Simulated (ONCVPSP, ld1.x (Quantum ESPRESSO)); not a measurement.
## Potentials for silicon compared

Generated with ld1.x 7.5 (TM, RRKJ, ultrasoft, PAW), atompaw 4.2 or ONCVPSP 4.0.1. The cutoff is in Ry: for ld1.x and atompaw files where the sum of valence levels is converged to 10 mRy in a Bessel basis, for ONCV files where the hardest occupied wave has 1 mHa per electron of residual kinetic energy. The error is the largest all-electron minus pseudo excitation energy over each file’s own four to seven test configurations (ionisations up to +4, promotions, holes and added fractions of an electron), all of which were solved. The labels leave out finer settings (local radius, basis sizes, second energies), which also bear on the numbers. Spin-polarised tests are not counted. The rows are a selection from randomly drawn settings: files with unsolved tests, undetermined cutoffs or missed reference levels are left out.

| potential | cutoff (Ry) | largest error (meV) | bound ghosts |
| --- | --- | --- | --- |
| TM, PBE, scalar-relativistic, rc 1.35/1.70 (sp), local smoothed, core correction no, reference 3s2 3p2 | 35 | +163 | none |
| RRKJ, PBE, scalar-relativistic, rc 1.80/1.40/1.55 (spd), local s, core correction no, reference 3s1.5 3p2.5 | 50 | +50 | none |
| ONCV, LDA (Perdew-Wang 92), scalar-relativistic, rc 1.85/2.05 (sp), local smoothed, core correction no, reference 3s2 3p2, qcut 4.2/4.8, projectors 2/2 | 16 | +220 | none |
| ONCV, Wu-Cohen, fully relativistic, rc 1.80/1.45 (sp), local smoothed, core correction no, reference 3s1, qcut 3.8/6.3, projectors 2/2 | 21 | +118 | none |
| ultrasoft, LDA (PZ), scalar-relativistic, rc 1.65/1.85/1.45 (spd), local smoothed, core correction yes, reference 3s2 3p0 | 12 | -15 | none |

Fill in the row for Si: TM, LDA (PZ), non-relativistic, rc 1.20/2.10 (sp), local s, core correction no, reference 3s2 3p2.

cutoff 50 Ry, largest error +263 meV, bound ghosts: none.

Fill in the row for Si: TM, PBE, non-relativistic, rc 1.50/2.30/2.05 (spd), local s, core correction no, reference 3s2 3p1.5.

cutoff 15 Ry, largest error +76 meV, bound ghosts: none.

Fill in the row for Si: TM, BLYP, non-relativistic, rc 1.40/1.85/1.80 (spd), local s, core correction no, reference 3s2 3p2.

cutoff 30 Ry, largest error +249 meV, bound ghosts: none.
